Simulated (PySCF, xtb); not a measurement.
C3H7NSi, SMILES C(N[SiH3])=C=C. The values are those of a single conformer.

Harmonic wavenumbers (cm⁻¹) from GFN2-xTB in xtb 6.7.1 at its own minimum, in rising order: 93, 104, 146, 225, 246, 265, 550, 558, 584, 663, 754, 778, 810, 825, 845, 869, 996, 1049, 1223, 1324, 1358, 1468, 2082, 2221, 2245, 2261, 3011, 3035, 3040, 3486.

Problem. What does PBE-D3(BJ)/def2-SVP run with PySCF give at its own minimum? (Estimate from the structure and the level; the computed values follow.)

Solution. 104, 131, 145, 208, 253, 270, 585, 600, 683, 701, 786, 846, 863, 886, 905, 945, 972, 995, 1182, 1324, 1355, 1453, 2015, 2156, 2161, 2184, 3011, 3070, 3084, 3569. Paired by order, the mean absolute difference is 41 cm⁻¹ and the zero-point energies are 53.1 and 53.5 kcal/mol.
